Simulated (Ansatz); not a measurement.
The Ge1–H2 bond of GeH is stretched (multiplicity 2).


Correlated levels freeze the cores. Filled d and f shells under p-block atoms count as core.

Codes used: Ansatz (Gaussian basis) for Hartree–Fock, density functionals and correlated methods. Values without a source in brackets are computed.

Energies above the point at 1.606 Å (the B3LYP-D3(BJ) bond length), FCI/cc-pVTZ (kcal/mol): 4.87 at 1.446 Å; 3.16 at 1.767 Å; 66.26 at 6.425 Å.

Q: Take the last value as the depth D of a Morse curve D(1 − e^(−a(R − R₀)))², fit a and R₀ to the two near points, and test it at 2.169 and 2.811 Å.

A: 
With D = 66.3, both near points (counted from the curve's value at 1.606 Å) are met by a = 1.51 Å⁻¹ and R₀ = 1.604 Å, so k = 2Da² = 303 kcal/(mol Å²). The curve then gives 21.8 and 46.6 kcal/mol; the level itself gives 22.9 and 51.3, so Morse is off by -1.0 and -4.7.

Ansatz is a quantum-chemistry and plane-wave program.
